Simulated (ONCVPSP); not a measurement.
**What one change does to a pseudopotential (lead, ONCV)**

lead, optimised norm-conserving Vanderbilt (ONCV), made with ONCVPSP 4.0.1 (PBE, scalar-relativistic). Core [Kr] 4d10 4f14, reference 5s2 5p6 5d10 6s1.5 6p2.5. Waves: 5s+6s: rc 1.55 bohr, ncon 4, nbas 8, qcut 7.2 1/bohr, 2 projectors; 5p+6p: rc 1.85 bohr, ncon 4, nbas 7, qcut 8.4 1/bohr, 3 projectors, debl 2.9 Ha; 5d: rc 1.15 bohr, ncon 3, nbas 7, qcut 8.8 1/bohr, local. Local part: the d channel. Core correction: none.

Change: all radii scaled by about 0.77 (s 1.20, p 1.44, d 0.88 bohr).

Cutoffs: the cutoffs (Ha) at which the residual kinetic energy of the hardest occupied pseudo-wave falls to 1 and 0.1 mHa per electron; they do not see the model core or the augmentation charge, which bear on the density cutoff. Errors are all-electron minus pseudo energies relative to the spin-unpolarised reference configuration.

What does the change do?

The potential gets harder (24 Ha and 38 Ha → 210 Ha and 360 Ha); of the 4 tests that both files solve, the error grows in 0 and shrinks in 1 by more than 15 % and 0.3 meV (median size 5.2 → 4.9 meV); neither file shows a bound ghost. A smaller radius makes the pseudo-wave follow the all-electron one further in, where it bends more sharply, so more plane waves are needed.

| quantity | base | changed |
| --- | --- | --- |
| cutoff, loose | 24 Ha | 210 Ha |
| cutoff, tight | 38 Ha | 360 Ha |
| loose cutoff by channel | s 21 Ha, p 20 Ha, d 24 Ha | s 92 Ha, p 25 Ha, d 210 Ha |
| bound ghosts | none | none |
| GHOST(+) flags under 300 eV | none | none |
| error for 5s2 5p6 5d10 6s2 6p2, meV [ΔE -4.32 eV] | +0.6 | +0.7 |
| error for 5s2 5p6 5d10 6s2 6p1, meV [ΔE 2.26 eV] | -2.1 | -1.9 |
| error for 5s2 5p6 5d10 6s2 6p0, meV [ΔE 15.70 eV] | -8.2 | -7.9 |
| error for 5s1 5p6 5d10 6s2 6p2, meV [ΔE 147.65 eV] | -615 | -255 |
